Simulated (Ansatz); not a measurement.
Reaction (substitution at a C–Si bond): `O[SiH](O)C[SiH](F)F` + H–F → `FC[SiH](F)F` + `O[SiH2]O`

Computed with Ansatz on PBE0-D4/def2-TZVP structures; ΔE is electronic, products minus reactants. CCSD(T)/CBS is the MP2 limit (def2-TZVPP, def2-QZVPP) plus CCSD(T) − MP2 in def2-TZVPP, frozen cores. This one scheme is used for every species. DFT in def2-TZVPP. B3LYP here is the variant with VWN-RPA as its local correlation; programs differ in this. Each species was taken in one conformer, which may not be the lowest.

CCSD(T)/CBS gives +151.6 kJ/mol.

Problem. Another level gave +136.0 kJ/mol. Which?
A. r2SCAN/def2-TZVPP
B. B3LYP/def2-TZVPP
C. ωB97X-V/def2-TZVPP
D. HF/def2-TZVPP

Solution. C. ωB97X-V 136.0, r2SCAN 141.6, B3LYP 118.5, HF/def2-TZVPP 111.4 kJ/mol.

Largest T1 diagnostic among the species: 0.012.

In def2-TZVPP, CCSD(T) changes the Hartree–Fock value by +35.2 kJ/mol (the triples alone add +4.2 kJ/mol) and MP2 by +47.2 kJ/mol. The D4 term adds +17.4 kJ/mol with B3LYP and +9.8 kJ/mol with PBE0; it sums over pairs of atoms, weighted by their polarisabilities, and B3LYP, whose exchange is more repulsive, gets the larger term.
